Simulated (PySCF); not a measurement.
Computed spectra and the visible range. Vertical TDDFT excitations of isolated species (PySCF; the level stands beside each; core orbitals frozen in the response), one conformer each, no solvent.

1. `C1CCCSCC1`
2. `[SiH]1(C(=O)C)CC1`
3. `CC(C)[C@H]1CCS1`
4. `O=C[SiH2]Cl`
5. `C=C(C)/C=N\[SiH2]C(=C)C`
6. `C#C[C@@H]1C[Si@@H](N)C[C@@H]1C`

Problem. For which of them does the calculation put a singlet between 380 and 750 nm?

Solution. 4.

1. (B3LYP/def2-SVPD on a GFN2-xTB geometry) 236 nm (f 0.004); 222 nm (f 0.030); 211 nm (f 0.022); 196 nm (f 0.005); 195 nm (f 0.033).
2. (B3LYP/def2-SVPD on a GFN2-xTB geometry) 350 nm (f 0.001); 258 nm (f 0.151); 200 nm (f 0.001); 199 nm (f 0.000); 198 nm (f 0.003). No computed singlet lies in the visible range (380 to 750 nm); the lowest, at 350 nm, stands 0.28 eV above its violet end (3.26 eV); a Tamm–Dancoff triplet lies at 424 nm, without intensity as long as spin–orbit coupling is left out.
3. (CAM-B3LYP/def2-SVPD on a GFN2-xTB geometry) 267 nm (f 0.000); 205 nm (f 0.035); 197 nm (f 0.007); 189 nm (f 0.031); 177 nm (f 0.063).
4. (B3LYP/def2-SVPD on a PBE0-D3(BJ)/def2-SVP geometry) 386 nm (f 0.001); 215 nm (f 0.001); 211 nm (f 0.008); 201 nm (f 0.000); 190 nm (f 0.009). S1 lies in the visible range (380 to 750 nm), at 386 nm, f = 0.0005; light of that wavelength is violet, and its complementary colour is yellow-green; a Tamm–Dancoff triplet lies at 486 nm, without intensity as long as spin–orbit coupling is left out.
5. (PBE0/def2-SVPD on a PBE0-D3(BJ)/def2-SVP geometry) 352 nm (f 0.000); 250 nm (f 0.006); 232 nm (f 0.101); 224 nm (f 0.003); 208 nm (f 0.005). No computed singlet lies in the visible range (380 to 750 nm); the lowest, at 352 nm, stands 0.26 eV above its violet end (3.26 eV); a Tamm–Dancoff triplet lies at 414 nm, without intensity as long as spin–orbit coupling is left out.
6. (PBE0/def2-SVPD on a PBE0-D3(BJ)/def2-SVP geometry) 196 nm (f 0.019); 191 nm (f 0.000); 185 nm (f 0.005); 184 nm (f 0.003); 176 nm (f 0.011).
